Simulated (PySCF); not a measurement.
**Correlation energy of F⁺ (fluorine, charge +1)**

[He] 2s2 2p3 3s1, high-spin 5S determinant (an excited configuration). Calculation: PySCF 2.14, in aug-cc-pCVQZ-DK; the spin-free X2C one-electron Hamiltonian (Gaussian nucleus). Frozen: nothing; 8 electrons correlated.

MP2 pair energies summed by pair of shells (mhartree):

```
 pair  energy  share (%)
2s-2p  -73.57       40.5
1s-1s  -38.43       21.2
2p-2p  -25.62       14.1
1s-2p  -13.73        7.6
2s-2s  -11.61        6.4
1s-2s   -6.85        3.8
2s-3s   -6.19        3.4
2p-3s   -5.34        2.9
1s-3s   -0.27        0.1
```

Total MP2 correlation energy: -181.61 mhartree.

Same-spin part -44.83 and opposite-spin part -136.79 mhartree; SCS-MP2 scales them by 1/3 and 6/5 to -179.09 mhartree.
